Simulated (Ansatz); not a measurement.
Complex (SMILES): P (PH3) with C=CC, atoms 1 to 4 the first; geometry from B3LYP-D3(BJ)/def2-TZVP, monomers rigid:
```xyz
13

P      0.4442    -0.4223     0.3046
H      0.2621     0.7353    -0.4988
H      0.7948    -1.2422    -0.7963
H     -0.9247    -0.7834     0.2510
C     -0.0432    -3.6975     1.6336
C      0.9750    -4.0317     0.8507
H      0.0989    -3.0806     2.5137
H     -1.0528    -4.0263     1.4233
H      0.7829    -4.6498    -0.0227
C      2.3962    -3.6209     1.0661
H      2.4993    -2.9889     1.9485
H      3.0415    -4.4957     1.1882
H      2.7785    -3.0668     0.2040
```

Basis-set convergence of the counterpoise-corrected interaction energy at MP2 with Ansatz (a program for electronic structure). Cartesian d functions, on some or all atoms, in 6-311G**; all else is spherical. Cores are frozen. No added dispersion term, no relativity. Functions are those of the species that has most. Reference: Hartree-Fock in aug-cc-pV(Q+d)Z plus the correlation part extrapolated as X^-3 from aug-cc-pV(T+d)Z and aug-cc-pV(Q+d)Z, -2.15 kcal/mol, itself unsure by roughly 0.02 kcal/mol (a third of the extrapolation step and of the last Hartree-Fock step). Deviations are taken from unrounded values.

| basis | functions | counterpoise-corrected interaction energy (kcal/mol) | minus reference (kcal/mol) |
|---|---|---|---|
| 3-21G | 58 | 0.31 | 2.46 |
| pcseg-0 | 58 | 0.33 | 2.48 |
| pcseg-1 | 105 | -0.50 | 1.65 |
| 6-311G** | 135 | -0.74 | 1.41 |
| def2-SVPD | 156 | -1.47 | 0.68 |
| pcseg-2 | 250 | -1.24 | 0.91 |
| def2-TZVPP | 261 | -1.58 | 0.57 |
| 6-311++G(3df,3pd) | 326 | -1.84 | 0.31 |
| aug-pcseg-2 | 395 | -1.85 | 0.30 |
| def2-QZVPP | 511 | -1.93 | 0.22 |
| pcseg-3 | 541 | -1.90 | 0.25 |
| def2-QZVPPD | 562 | -1.98 | 0.17 |
| aug-pcseg-3 | 785 | -2.03 | 0.12 |
